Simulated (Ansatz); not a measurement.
`CO[SiH](C)[GeH3]`, 15 atoms. Total charge 0; spin multiplicity 1. Correlated methods include outer-core shells of Ge, which these sets cover unevenly. Scalar relativity is left out up to krypton. All runs use 8 threads of an Arm Neoverse V2 on a shared host. Correlated methods freeze the cores.

Problem. How many basis functions does each run have, and how long does it take in Ansatz? RKS PBE0-D4/def2-SVP energy; RKS ωB97M-V/def2-QZVPP energy; RKS r2SCAN0-D4/def2-TZVPP energy; RKS r2SCAN-D4/def2-TZVPP energy and forces; RKS PBE0-D4/def2-QZVPP energy; RHF-CCSD(T)/def2-TZVPP energy; RKS PBE0-D4/def2-TZVP relaxation (14 steps); RKS ωB97M-V/def2-SVP energy; RKS ωB97M-V/def2-TZVPP energy and forces; RHF-MP2/def2-QZVPP energy; RKS PBE0-D4/def2-TZVP frequencies; RHF-CCSD(T)/def2-SVP energy. (Best estimate.)

Solution. The calculation gave: Other jobs shared the machine, so times are rough.

```csv
level,job,functions,wall time,peak host memory (GiB)
RKS PBE0-D4/def2-SVP,energy,142,1.1 s,0.4
RKS ωB97M-V/def2-SVP,energy,142,3.9 s,0.59
RKS r2SCAN-D4/def2-TZVPP,energy and forces,323,4.3 s,0.58
RKS r2SCAN0-D4/def2-TZVPP,energy,323,4.7 s,1.2
RKS PBE0-D4/def2-QZVPP,energy,630,9 s,3.4
RKS ωB97M-V/def2-TZVPP,energy and forces,323,11 s,1.6
RHF-CCSD(T)/def2-SVP,energy,142,11 s,1.1
RKS ωB97M-V/def2-QZVPP,energy,630,20 s,4
RHF-MP2/def2-QZVPP,energy,630,27 s,5.7
RKS PBE0-D4/def2-TZVP,relaxation (14 steps),238,40 s,0.83
RKS PBE0-D4/def2-TZVP,frequencies,238,3 min,0.84
RHF-CCSD(T)/def2-TZVPP,energy,323,6.4 min,13
```
